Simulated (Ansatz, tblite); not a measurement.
Cost and result up the ladder for the cluster AgSn₂ (the lowest doublet isomer of a short search) (3 atoms). Total charge 0; doublet. Geometry: PBE-D4/def2-TZVP.

```xyz
3

Ag   -0.564    1.079    1.032
Sn   -0.816   -1.380   -0.238
Sn    1.380    0.301   -0.794
```

Ansatz on 4 threads of Arm Neoverse V2 on a shared host; xTB runs through tblite on one thread. Times are rough, summed over both states, and most runs start from the orbitals of an earlier one. PBE0-D4/def2-TZVP serves as the yardstick here, not as an exact answer. The other state is a triplet.

In the def2 sets Ag, Sn take a core potential; there is no spin–orbit coupling. The xTB rows come from tblite. The structure comes from a short search, and lower isomers may exist.

Raw xTB energies of ions are shifted by several eV, and xTB has no spin-polarisation term.

| level | functions | wall time |
| --- | --- | --- |
| GFN2-xTB | 27 | 0.005 s |
| GFN1-xTB | 27 | 0.006 s |
| PBE-D4/def2-TZVP | 140 | 6.4 s |
| PBE0-D4/def2-TZVP | 140 | 12 s |
| r2SCAN-D4/def2-TZVP | 140 | 21 s |

**Question.** Estimate what each level gives for the vertical IE (eV).

**Answer.** 
```csv
level,vertical IE (eV),difference from PBE0-D4/def2-TZVP (eV)
GFN2-xTB,11.85,5.27
GFN1-xTB,11.76,5.18
PBE-D4/def2-TZVP,6.60,0.02
PBE0-D4/def2-TZVP,6.58,0.00
r2SCAN-D4/def2-TZVP,6.57,-0.01
```
